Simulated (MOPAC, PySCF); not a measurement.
CH₈Si₃, SMILES `C1[SiH2][SiH2][SiH2]1`, neutral singlet in the gas phase. 

Cartesian coordinates (Å):
SMILES: [SiH2]1[SiH2]C[SiH2]1
```xyz
12

C      0.3296    -1.3186    -0.1884
Si     1.4422     0.1824     0.1760
Si    -0.4097     1.6394     0.2331
Si    -1.3716    -0.4650    -0.2157
H      0.3979    -2.0847     0.5871
H      0.5716    -1.7933    -1.1418
H      2.1889     0.0433     1.4576
H      2.4293     0.4404    -0.9095
H     -0.4966     2.6666    -0.8400
H     -0.7365     2.2681     1.5417
H     -2.0544    -0.5912    -1.5338
H     -2.2908    -0.9875     0.8339
```
Charge 0, spin multiplicity 1.

All levels are single points at this geometry (PBE0-D3(BJ)/def2-TZVP); Pople sets use spherical d functions. Orbital energies aren't observables, and empty levels follow the basis.

HF/3-21G in PySCF gives HOMO (eV) = -9.54.

**Question.** Estimate the HOMO (eV) from each of these levels: PBE-D3(BJ)/def2-TZVP in PySCF; PBE0-D3(BJ)/def2-TZVP in PySCF; B3LYP/3-21G in PySCF; B3LYP/6-311+G** in PySCF; B3LYP/6-31G* in PySCF; B3LYP/LANL2DZ in PySCF; BP86/6-31G* in PySCF; PBE/6-31G* in PySCF; SVWN5/6-31G* in PySCF; HF/STO-3G in PySCF; AM1 in MOPAC; PM7 in MOPAC.

**Answer.** 
| level | HOMO (eV) |
|---|---|
| PBE-D3(BJ)/def2-TZVP in PySCF | -6.15 |
| PBE0-D3(BJ)/def2-TZVP in PySCF | -7.16 |
| B3LYP/3-21G in PySCF | -7.13 |
| B3LYP/6-311+G** in PySCF | -7.02 |
| B3LYP/6-31G* in PySCF | -6.88 |
| B3LYP/LANL2DZ in PySCF | -7.21 |
| BP86/6-31G* in PySCF | -6.17 |
| PBE/6-31G* in PySCF | -6.07 |
| SVWN5/6-31G* in PySCF | -6.11 |
| HF/STO-3G in PySCF | -6.83 |
| AM1 in MOPAC | -9.95 |
| PM7 in MOPAC | -9.79 |
